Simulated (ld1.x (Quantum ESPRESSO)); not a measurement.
**bismuth (Bi), TM: configuration errors across variants**

- Element: bismuth
- Generator: ld1.x (Quantum ESPRESSO) 7.5
- Type: norm-conserving Troullier–Martins (Kleinman–Bylander form)
- Functional: PBE
- Relativity: fully relativistic
- Frozen core: [Xe] 4f14 5d10
- Valence charge: 5
- Reference configuration: 6s2 6p3
- Partial waves: 6p (bound): rc 2.05 bohr; 6d channel at 0.1 Ry: rc 2.10 bohr; 6s (bound): rc 1.90 bohr
- Local potential: the s channel
- Core correction: none

Open shells are filled in proportion to 2j + 1 (rel_dist='average').

All-electron excitation energies from the reference (eV): (1) 6s2 6p2 8.059; (2) 6s2 6p1 23.484; (3) 6s2 6p0 47.046; (4) 6s1 6p4 9.858; (5) 6s2 6p2.5 3.168; (6) 6s2 6p3.3 -1.135; (7) 6s1 6p0 92.438.

2 further variants failed, have other tests or too few solved ones, and are left out.

A true bound ghost makes a file unfit for plane-wave use even where its test errors are small: the radial tests pick states by their node count and pass the ghost by.

Errors AE − PS in meV (a dash: test not solved or not reliable):

| change | (1) | (2) | (3) | (4) | (5) | (6) | (7) | bound ghosts |
| --- | --- | --- | --- | --- | --- | --- | --- | --- |
| base | +1.6 | +10 | +77 | +16 | +0.4 | +0.3 | +215 | d3/2, d5/2 |
| wave 6s (bound): rc 1.90 bohr becomes 6s (bound): rc 1.82 bohr | +1.6 | +10 | +78 | +15 | +0.4 | +0.3 | +215 | d3/2, d5/2 |
| wave 6d channel at 0.1 Ry: rc 2.10 bohr becomes 6d channel at 0.24 Ry: rc 2.10 bohr | +1.6 | +10 | +77 | +16 | +0.4 | +0.3 | +215 | d3/2, d5/2 |
| wave 6d channel at 0.1 Ry: rc 2.10 bohr becomes 6d channel at 0.1 Ry: rc 3.10 bohr | +1.6 | +10 | +77 | +16 | +0.4 | +0.3 | +215 | none |

Task: Give the same row for: all radii scaled by about 0.72 (s 1.38, p 1.48, d 1.52 bohr).

Result: +3.5, +31, +183, +44, +0.7, +0.2, +327; bound ghosts: p3/2, p1/2.
